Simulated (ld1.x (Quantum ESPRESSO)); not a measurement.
**Logarithmic derivatives: La (Z = 57), PAW**

* Element: La (Z = 57)
* Generator: ld1.x (Quantum ESPRESSO) 7.5
* Type: PAW
* Functional: LDA (PZ)
* Relativity: fully relativistic
* Frozen core: [Kr] 4d10
* Valence charge: 11
* Reference configuration: 4f0 5s2 5p6 5d1 6s1.5 6p0 (charge +0.5)
* Partial waves: 5s (bound): rcut 2.00, rcutus 2.35 bohr; 6s (bound): rcut 2.00, rcutus 2.35 bohr; 5p (bound): rcut 2.30, rcutus 2.90 bohr; 6p (bound, empty): rcut 2.30, rcutus 2.90 bohr; 5d (bound): rcut 3.30, rcutus 4.40 bohr; 5d channel at 4.65 Ry: rcut 3.30, rcutus 4.40 bohr; 4f (bound, empty): rcut 1.50, rcutus 1.85 bohr; 4f channel at 0.85 Ry: rcut 1.50, rcutus 1.85 bohr
* Local potential: all-electron potential smoothed inside 3.65 bohr (lloc = -1)
* Core correction: Bessel-smoothed model core, default radius (core density twice the valence density)
* Augmentation charge: BESSEL, radius 1.40 bohr

Open shells are filled in proportion to 2j + 1 (rel_dist='average').

The phase is arctan(r·u′/u) with u = r·R(r), unwrapped; energies in Ry, scanned from -5 to 5 Ry. A pole is an energy at which the radial function vanishes at the test radius. The pseudo phase is shifted by a multiple of π to meet the all-electron one at the reference energy, and phase errors are pseudo minus all-electron; the curves can meet again beyond the range given. Levels narrower than the energy grid can be missing from the lists of poles.

Question: For each channel, where are the poles, and over which energies does the pseudopotential scatter like the atom?

Answer:

```tsv
channel	radius (bohr)	reference energy (Ry)	poles, all-electron	poles, pseudo	unbroken range about the reference energy with phases within 0.05 rad	phase error 1 Ry above the reference energy (rad)
s	4.77	-0.45	-0.03, 2.59	-0.03, 2.53	below 1.0	-0.002
p1/2	4.77	-0.26	0.42, 3.16	0.42, 3.05	below 1.5	-0.001
p3/2	4.77	-0.25	-1.79, 0.51, 3.31	-1.79, 0.51, 3.18	below 1.6	-0.001
d3/2	4.77	-0.44	-0.34, 1.49, 4.48	-0.33, 3.54, 4.50	-0.5 to -0.2	+1.861
d5/2	4.77	-0.42	-0.32, 1.51, 4.52	-0.30, 3.42, 4.53	-0.5 to -0.2	+1.831
f7/2	4.77	-0.53	1.02, 3.15	1.02, 3.28	below 1.8	+0.001
```

The ghost test of this file was not conclusive.

Phases in the d3/2 channel:

```csv
E (Ry),all-electron,pseudo
-5.00,1.474,1.475
-4.74,1.472,1.472
-4.48,1.469,1.469
-4.22,1.465,1.466
-3.96,1.462,1.462
-3.70,1.458,1.459
-3.44,1.453,1.454
-3.18,1.448,1.449
-2.92,1.442,1.444
-2.66,1.435,1.437
-2.40,1.427,1.430
-2.14,1.417,1.421
-1.88,1.405,1.410
-1.62,1.389,1.396
-1.36,1.366,1.376
-1.10,1.332,1.347
-0.84,1.263,1.289
-0.58,0.932,0.998
-0.32,-1.607,-1.580
-0.06,-1.834,-1.743
0.20,-2.098,-1.827
0.46,-3.192,-1.929
0.72,-4.310,-2.109
0.98,-4.554,-2.552
1.24,-4.654,-3.536
1.50,-4.715,-4.164
1.76,-4.765,-4.397
2.02,-4.819,-4.508
2.28,-4.896,-4.572
2.54,-5.067,-4.614
2.80,-5.911,-4.645
3.06,-7.386,-4.670
3.32,-7.647,-4.693
3.58,-7.737,-4.716
3.84,-7.786,-4.754
4.10,-7.818,-7.381
4.36,-7.843,-7.834
4.62,-7.865,-7.865
4.88,-7.887,-7.885
```
